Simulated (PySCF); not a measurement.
LDA on Xe (xenon, neutral), [Kr] 4d10 5s1 5p6 5d1, high-spin 3D determinant (an excited configuration). Computed with PySCF 2.14 in aug-cc-pVDZ-PP with ECP28MDF, with a scalar-relativistic core potential.

```
cycle= 1 E= -328.022675986576  delta_E= -0.0103  |g|= 0.0302  |ddm|= 0.634
cycle= 2 E= -328.023085487165  delta_E= -0.00041  |g|= 0.0236  |ddm|= 0.233
cycle= 3 E= -328.023428749126  delta_E= -0.000343  |g|= 0.00225  |ddm|= 0.0948
cycle= 4 E= -328.023429880245  delta_E= -1.13e-06  |g|= 6.85e-05  |ddm|= 0.00227
cycle= 5 E= -328.023429885647  delta_E= -5.4e-09  |g|= 1.32e-06  |ddm|= 0.000499
cycle= 6 E= -328.023429885649  delta_E= -1.25e-12  |g|= 2.96e-08  |ddm|= 5.94e-06
converged SCF energy = -328.023429885649  <S^2> = 2.000363  2S+1 = 3.000242
```

Highest occupied orbital energy: 2.479 eV; ⟨L²⟩ = 6.00; populations by l: s 3.00, p 12.00, d 11.00.

Q: Can this result be used?

A: Not for this state. The run converged. Energies and moments cover only the electrons outside the core potential. The outer electron is Rydberg-like, and this basis confines it to a smaller radius and binds it less than a complete one would. At LDA the highest occupied level has a positive energy, so only the finite basis holds that electron; for this excited configuration the basis is too tight for the outer shell.
